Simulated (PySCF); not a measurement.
Computed shifts of a molecule CH7ClO2Si2, PBE/pcSseg-1 run with PySCF, GIAO, gas phase, atoms alike by connectivity averaged where their shifts nearly agree, in ppm (number of nuclei): ¹³C: 59.0 (1). ²⁹Si: -15.3 (1), -16.0 (1). ¹H: 6.13 (1), 5.89 (1), 5.51 (2), 4.26 (1), 3.92 (1), 1.35 (1). References: ¹⁷O against H2O (σ = 334.3 ppm); ¹³C against TMS (σ = 182.0 ppm); ²⁹Si against TMS (σ = 335.4 ppm); ³⁵Cl against HCl (σ = 936.5 ppm); ¹H against TMS (σ = 31.49 ppm), references at their B3LYP-D3(BJ)/def2-TZVP geometries, non-relativistic (without spin–orbit terms, shifts of atoms bonded to Cl or Br come out too high). Geometry: B3LYP-D3(BJ)/def2-SVP. One conformer was computed; it need not be the lowest.

**Question.** Which molecule gave these data?
A. O[Si@H](Cl)OC[SiH3]
B. OC[SiH2]O[SiH2]Cl
C. CO[Si@H](Cl)O[SiH3]
D. O[SiH2]CO[SiH2]Cl

**Answer.** B, OC[SiH2]O[SiH2]Cl
